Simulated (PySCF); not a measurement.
Species: H10O2Si4.
Atom-mapped SMILES: `[OH:1][SiH2:2][Si@H:3]([SiH3:4])[O:5][SiH3:6]` (hydrogens: H7 on O1; H8, H9 on Si2; H10 on Si3; H11, H12, H13 on Si4; H14, H15, H16 on Si6)

Torsions of this conformer, `[OH:1][SiH2:2][Si@H:3]([SiH3:4])[O:5][SiH3:6]`: O1–Si2–Si3–Si4 -55°, Si2–Si3–O5–Si6 94°, H–O1–Si2–Si3 180°.

The closed-shell ground state was solved at several levels (PySCF, density fitting, gas phase, non-relativistic). One conformer (not necessarily the lowest) at the GFN2-xTB geometry, without solvent, vibrations or thermal averaging.

```csv
level,basis functions,total energy (Eh),HOMO (eV),LUMO (eV),gap (eV),dipole (D)
PBE0/def2-SVPD,222,-1313.3928,-7.67,-1.26,6.41,1.25
PBE0/pcSseg-1,180,-1313.8015,-7.68,-1.23,6.45,1.35
```

Task: What might wB97X-D/def2-SVPD (222 basis functions) give for the same quantities?

Result: Total energy -1313.9868 Eh, HOMO -9.45 eV, LUMO 0.48 eV, gap 9.93 eV, dipole 1.28 D.

Task: Over all these levels, which gives the widest orbital gap and which the narrowest?

Result: wB97X-D/def2-SVPD (range-separated hybrid) has the widest, 9.93 eV, and PBE0/def2-SVPD (global hybrid, 25 % exact exchange) the narrowest, 6.41 eV. The two share the basis. From the narrowest to the widest the HOMO moves by -1.78 eV and the LUMO by +1.74 eV.

Task: How far do the dipole and the HOMO energy spread over the levels?

Result: The dipole runs from 1.25 to 1.35 D (mean 1.29 D) and the HOMO from -9.45 to -7.67 eV.

Note: wB97X-D ran without an empirical dispersion term, which enters the total energy and its gradient alone.
